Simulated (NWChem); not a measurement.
Species: H3SO4 cation; SMILES O=S(=O)(O)[OH2+]

```xyz
8

O     -1.0906    -0.5982    -0.9701
S      0.0462    -0.3235    -0.1270
O      1.4650    -0.3863    -0.4045
O     -0.3517    -0.5699     1.3859
O     -0.1015     1.7328     0.0734
H      0.4370    -0.5230     1.9879
H      0.4755     2.2031    -0.5759
H     -1.0213     2.0680    -0.0567
```
Atoms are numbered in this order, from 1.

All runs: NWChem. Medium grid unless said otherwise, to which SCAN and Minnesota functionals are sensitive. Geometry: optimised at PBE-D3(BJ)/def2-SVP.

Q: Order these by “highest occupied level (eV)”, lowest first: B3LYP/def2-SVP; M06-L/def2-SVP; PBE/def2-SVP; MN15/def2-SVP; CAM-B3LYP/def2-SVP.

A: CAM-B3LYP/def2-SVP (-17.70), MN15/def2-SVP (-17.14), B3LYP/def2-SVP (-15.94), M06-L/def2-SVP (-15.09), PBE/def2-SVP (-14.44)
